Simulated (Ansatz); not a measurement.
Mulliken charges of FH2O2Y, SMILES `[OH][Y]([OH])[F]` from r2SCAN/def2-TZVPP in Ansatz (PBE0-D4/def2-TZVP geometry).

| atom | x (Å) | y (Å) | z (Å) | charge (e) |
| --- | --- | --- | --- | --- |
| O1 | 0.735 | 0.736 | -1.509 | -0.626 |
| Y2 | 0.182 | -0.449 | 0.030 | 1.376 |
| O3 | -1.109 | 0.184 | 1.448 | -0.626 |
| F4 | 0.938 | -2.313 | 0.154 | -0.511 |
| H5 | 0.972 | 1.324 | -2.220 | 0.193 |
| H6 | -1.720 | 0.519 | 2.097 | 0.193 |

Q: By hand: the dipole of these point charges (1 e Å = 4.8032 D).

A: Σ q r = (-0.139, 0.344, -0.023) e Å, of length 0.372 e Å = 1.79 D.

Q: How does the dipole of the full density compare? (Estimate.)

A: The calculation gave: (-0.187, 0.461, -0.031) e Å, 2.39 D; the point charges give 0.75 times that, at 0° from its direction.

Point charges leave out the atoms' own dipoles, such as those of lone pairs, and Mulliken's split depends on the basis, so the two needn't agree.
